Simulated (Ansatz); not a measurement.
NS, doublet, geometry from GFN2-xTB. Base run: B3LYP/pcseg-1 run with Ansatz (an electronic-structure program).

Geometry (Å):
```xyz
2

N      0.0000     0.0000    -1.0180
S      0.0000     0.0000     0.4454
```
Charge 0, spin multiplicity 2.
Orbitals are unrestricted.
All else is at Ansatz's defaults.
Base energy -452.85072 Eh.

Variants of this job, named by their change:

| change | ΔE vs base (µEh) |
|---|---|
| base | 0.0 |
| point_charge = charge:0.5 position_ang:-2.4078, 0.4746, 2.5248 | 2255 |
| point_charge = charge:-1.0 position_ang:2.5106, 1.8564, -2.33 | 2196 |
| lower_state_search = off | 0.0 |
| lower_state_search = full | 0.0 |
| lower_state_search = light | 0.0 |
| point_charge = charge:1.0 position_ang:0.7781, -1.9525, 2.7972 | 2924 |
| forces = on | 0.0 |
| final_grid = 10, 20, 41 | 0.1 |
| fitting.mean_field = def2-universal-JKFIT | -11.7 |
| nuclear_model = gaussian | 326 |
